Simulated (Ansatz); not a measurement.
# Worked example: the barrier

An elementary step of SiN$_{2}$H$_{9}$F, singlet (SiNH₅ ([NH2][SiH3]) + NH₃ + HF → SiN₂H₆ ([NH2][SiH2][NH2]) + HF + H₂; bonds formed: Si1–N7, H2–H8, H6–F9; bonds broken: Si1–H2, H6–N7, H8–F9). “Start” is the structure reached by relaxing down from the saddle towards the reactants; PBE0-D4/def2-TZVP structures. The saddle:

```csv
atom,x (Å),y (Å),z (Å)
Si1,-0.4266,-0.5685,0.5434
H2,0.8481,0.7480,0.9888
H3,-1.4732,-1.5865,0.1529
H4,0.3916,-1.3336,1.5158
N5,-1.4690,0.7489,0.7796
H6,1.2140,0.1411,-1.1527
N7,0.4570,-0.6421,-1.1133
H8,1.3957,1.0453,0.2754
F9,2.0224,1.2359,-0.7543
H10,-1.1622,1.6502,1.1014
H11,-2.4677,0.6236,0.7713
H12,-0.2182,-0.5098,-1.8607
H13,0.8879,-1.5525,-1.2475
```

Computed with Ansatz 0.2.0 (basis: def2-TZVPP and def2-QZVPP); correlated methods freeze the cores.

Energies in eV:

| quantity | saddle | start |
| --- | --- | --- |
| Hartree–Fock, triple zeta (X = 3) | -13675.89163 | -13677.82751 |
| Hartree–Fock, quadruple zeta (X = 4) | -13676.43563 | -13678.36889 |
| MP2 correlation, X = 3 | -24.38716 | -23.60729 |
| MP2 correlation, X = 4 | -26.27392 | -25.47306 |
| CCSD(T) correlation, X = 3 | -26.25278 | -25.54984 |

(1) Work out the barrier at the basis limit: extrapolate Hartree–Fock as E(X) = E∞ + A exp(−7.88 √X) and the MP2 correlation as E(X) = E∞ + B X^−2.97 (the exponents that Neese and Valeev fitted for def2-TZVPP and QZVPP), then add CCSD(T) − MP2 in triple zeta.

No T1 diagnostic of these runs exceeds 0.012.

## Answers

(1) Each step is linear, so take the differences first (saddle − start): Hartree–Fock 1.93588 (X = 3) and 1.93326 (X = 4); MP2 correlation -0.77987 and -0.80086; CCSD(T) correlation -0.70294.
Two points give E∞ = E(4) + w [E(4) − E(3)], with w = 1/(exp(7.88 (2 − √3)) − 1) = 0.1377 for Hartree–Fock and w = 1/((4/3)^2.97 − 1) = 0.7407 for the correlation.
Hartree–Fock: 1.93326 + 0.1377 × (-0.00262) = 1.9329 eV.
MP2 correlation: -0.80086 + 0.7407 × (-0.02099) = -0.8164 eV.
CCSD(T) − MP2: -0.70294 − (-0.77987) = 0.0769 eV.
Sum: 1.9329 + (-0.8164) + 0.0769 = 1.1934 eV, or 27.52 kcal/mol. Plain CCSD(T) in triple zeta gives 1.2329 eV, so the larger basis shifts the result by -0.0395 eV.

Labels in which every atom is bracketed show which atoms are joined, not bond orders.

For scale, one of the runs: CCSD(T)/def2-TZVPP, 261 basis functions, launched by `ansatz run in.yaml --threads 8 --pin off --events-out ev --progress --plain --max-ram 19148MiB`. The run took 94 s on 8 CPU threads of an Arm Neoverse V1 (shared host), with 6.4 GiB of host memory at its peak.
